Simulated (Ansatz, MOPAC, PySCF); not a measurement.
Interaction energy of BF3 ··· CH3Br (SMILES FB(F)F and CBr). Monomers: optimised at B3LYP-D3(BJ) (def2-TZVP), held rigid. Orientation: a higher rigid-body minimum at GFN2-xTB. Only R, the distance of the centres of mass, is varied, so the lowest point isn't the relaxed dimer.

Geometry at R = 2.99 Å (first 4 atoms: monomer A):
```
9

F      1.1568    -0.6200     0.0896
B      0.0000     0.0001    -0.0002
F     -0.0416     1.3148    -0.0235
F     -1.1152    -0.6949    -0.0659
C     -1.5409     1.3765    -3.0447
Br    -0.1248     0.0294    -2.9378
H     -2.4670     0.8621    -3.2756
H     -1.2726     2.0738    -3.8303
H     -1.5964     1.8720    -2.0819
```

Levels: PM7, restricted, heats of formation (MOPAC); RHF/6-31G* = restricted Hartree-Fock/6-31G*, spherical d, no counterpoise correction (PySCF 2.14.0); CCSD(T)/aug-cc-pVDZ = Ansatz (a first-principles code) with CCSD(T) on RHF/aug-cc-pVDZ, cores with 3d frozen, counterpoise-corrected.

Interaction energies in kJ/mol:

```tsv
R / Å	PM7	RHF/6-31G*
2.45	28.69	82.23
2.65	7.89	37.08
2.82	-0.04	15.67
2.99	-3.60	3.63
3.15	-4.93	-2.46
3.34	-5.34	-5.77
3.64	-5.06	-6.66
3.95	-4.65	-5.56
4.48	-3.98	-3.37
5.16	-2.61	-1.77
6.11	-1.33	-0.81
7.51	-0.43	-0.32
```

### Question
Estimate the CCSD(T)/aug-cc-pVDZ values at these points.

### Answer
2.45: 68.88; 2.65: 27.20; 2.82: 8.22; 2.99: -1.90; 3.15: -6.61; 3.34: -8.76; 3.64: -8.59; 3.95: -6.92; 4.48: -4.15; 5.16: -2.07; 6.11: -0.88; 7.51: -0.33 (kJ/mol).
